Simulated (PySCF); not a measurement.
Job file and geometry (Å, from GFN2-xTB) of an NMR shielding run on `CC/C=C\COCC`, C₇H₁₄O, GIAO PBE0/pcSseg-1 NMR shielding, non-relativistic, gas phase in PySCF; density fitting, a coarse starting grid and PySCF grid level 2 are the driver's defaults:

```
$ OMP_NUM_THREADS=1 python probes_run.py task.json out

{"job": {"kind": "nmr", "xc": "PBE0", "basis": "pcSseg-1"}, "charge": 0, "multiplicity": 1}
C     -3.074628     0.032100     0.569243
C     -1.568750     0.031787     0.836481
C     -0.901494     1.129713     0.071805
C     -0.074108     0.968112    -0.949885
C      0.345011    -0.362565    -1.526177
O      0.895078    -1.285018    -0.604478
C      2.236150    -1.055019    -0.242267
C      2.437778     0.086210     0.751403
H     -3.270970    -0.147533    -0.485530
H     -3.563329    -0.747429     1.148928
H     -3.512723     0.990612     0.840995
H     -1.398509     0.189786     1.905285
H     -1.140416    -0.930291     0.559903
H     -1.151753     2.133980     0.392468
H      0.341286     1.837061    -1.443464
H     -0.534618    -0.874131    -1.933597
H      1.057350    -0.197301    -2.347817
H      2.840695    -0.872232    -1.144765
H      2.563456    -1.996395     0.209222
H      1.809102    -0.068621     1.624187
H      3.478913     0.115091     1.062561
H      2.176068     1.041467     0.303867
```

Task: What does the program print?

Result: 
```
coarse grid: 17368 points
cycle   1  E = -349.7479336633  dE =  7.773e-01  |g| = 6.269e-01  |ddm| = 3.945e+00
cycle   2  E = -349.6931095940  dE =  5.482e-02  |g| = 8.409e-01  |ddm| = 1.382e+00
cycle   3  E = -349.8319844385  dE = -1.389e-01  |g| = 1.115e-01  |ddm| = 9.082e-01
cycle   4  E = -349.8341445045  dE = -2.160e-03  |g| = 3.739e-02  |ddm| = 1.061e-01
cycle   5  E = -349.8344503003  dE = -3.058e-04  |g| = 7.670e-03  |ddm| = 3.399e-02
cycle   6  E = -349.8344580183  dE = -7.718e-06  |g| = 4.777e-03  |ddm| = 9.396e-03
cycle   7  E = -349.8344637756  dE = -5.757e-06  |g| = 3.708e-04  |ddm| = 4.056e-03
final grid: 164872 points
cycle   8  E = -349.8946570361  dE = -4.406e-05  |g| = 1.315e-02  |ddm| = 3.805e-02
cycle   9  E = -349.8946270456  dE =  2.999e-05  |g| = 1.840e-02  |ddm| = 2.159e-02
cycle  10  E = -349.8946929370  dE = -6.589e-05  |g| = 1.777e-03  |ddm| = 1.329e-02
cycle  11  E = -349.8946936083  dE = -6.713e-07  |g| = 1.686e-04  |ddm| = 1.798e-03
cycle  12  E = -349.8946936139  dE = -5.624e-09  |g| = 5.545e-05  |ddm| = 2.164e-04
cycle  13  E = -349.8946936143  dE = -4.036e-10  |g| = 3.528e-05  |ddm| = 7.132e-05
cycle  14  E = -349.8946936146  dE = -3.098e-10  |g| = 6.670e-06  |ddm| = 3.141e-05
converged SCF energy = -349.8946936146

GIAO shielding tensors (ppm)
atom      isotropic    diamagn.    paramagn.     s11        s22        s33       span
  0 C      170.826     245.818     -74.992    159.381    166.819    186.279     26.898
  1 C      159.639     248.553     -88.914    145.885    163.875    169.156     23.271
  2 C       36.853     258.358    -221.505    -85.678     44.151    152.086    237.764
  3 C       49.885     260.059    -210.174    -63.264     62.543    150.376    213.640
  4 C      115.301     245.073    -129.772     84.231     99.394    162.277     78.045
  5 O      267.223     400.689    -133.466    239.150    270.758    291.761     52.611
  6 C      113.401     242.295    -128.894     80.625     93.301    166.278     85.653
  7 C      164.941     250.223     -85.282    149.756    166.905    178.161     28.405
  8 H       30.871      29.529       1.343     26.336     29.865     36.413     10.078
  9 H       30.515      27.939       2.576     26.101     27.750     37.695     11.593
 10 H       30.754      28.467       2.286     26.780     28.681     36.799     10.019
 11 H       29.794      32.106      -2.312     25.334     28.959     35.088      9.754
 12 H       28.373      33.850      -5.477     22.918     27.460     34.741     11.823
 13 H       25.626      33.641      -8.015     23.848     24.595     28.435      4.586
 14 H       25.782      33.679      -7.897     23.682     25.646     28.019      4.337
 15 H       26.849      30.949      -4.099     23.412     26.105     31.031      7.620
 16 H       28.145      30.756      -2.611     23.791     27.703     32.942      9.150
 17 H       28.268      29.292      -1.024     23.397     28.291     33.117      9.720
 18 H       27.512      28.921      -1.410     22.322     27.021     33.191     10.869
 19 H       30.504      32.467      -1.962     26.839     30.070     34.604      7.765
 20 H       30.949      28.641       2.308     26.963     27.857     38.026     11.063
 21 H       29.921      32.503      -2.582     25.447     30.741     33.575      8.128
```

Task: Turn these shieldings into chemical shifts. Chemical shifts δ = σref − σ; TMS for 13C (186.93 ppm) and 1H (31.72 ppm); 17O (336.08 ppm) against H2O, all at this level.

Result: Averaging equivalent atoms: C 2: 150.1; C 3: 137.0; C 6: 73.5; C 4: 71.6; C 1: 27.3; C 7: 22.0; C 0: 16.1; O 5: 68.9; H 13: 6.09; H 14: 5.93; H 15/16: 4.22; H 17/18: 3.83; H 11/12: 2.63; H 19/20/21: 1.26; H 8/9/10: 1.00 ppm. Experimental scales use liquid or dissolved standards, which lie at an offset from isolated H2O (liquid H2O: subtract about 36 ppm).

Size and cost of the density-fitted run: 206 basis functions, 34 s wall time on 1 thread of an Arm Neoverse V1, shared host; peak memory 1 GiB.
